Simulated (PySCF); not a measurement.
A GIAO shielding run with PySCF 2.14.0 with density-fitted response routines (density fitting, non-relativistic, gas phase) on Lithium Potassium, KLi:

```
$ OMP_NUM_THREADS=1 python probes_run.py task.json out

{"job": {"kind": "nmr", "xc": "PBE0", "basis": "pcSseg-2"}, "charge": 0, "multiplicity": 1}
Li     1.708906    -0.034233     0.003333
K     -1.691418     0.005423    -0.015464
```

Hardware: 1 thread of an Arm Neoverse V1, shared host. The job also computes population analyses, field gradients.

(1) How large is the calculation?

(2) How long does it take, and how much memory does it need?

(3) And these other runs on the same molecule and hardware: GIAO shielding at B97-2/pcSseg-2; GIAO shielding at KT3/pcSseg-2; GIAO shielding at wB97X-D/pcSseg-2?

Answers

(1) 22 electrons, 71 basis functions and 263 auxiliary functions.

(2) 1.8 s of wall time, with 10 SCF cycles and 5 response iterations; peak memory 0.31 GiB. Times on a shared host scatter by some tens of per cent.

(3) B97-2/pcSseg-2: 71 functions, 0.78 s; KT3/pcSseg-2: 71 functions, 1.4 s; wB97X-D/pcSseg-2: 71 functions, 1.1 s.
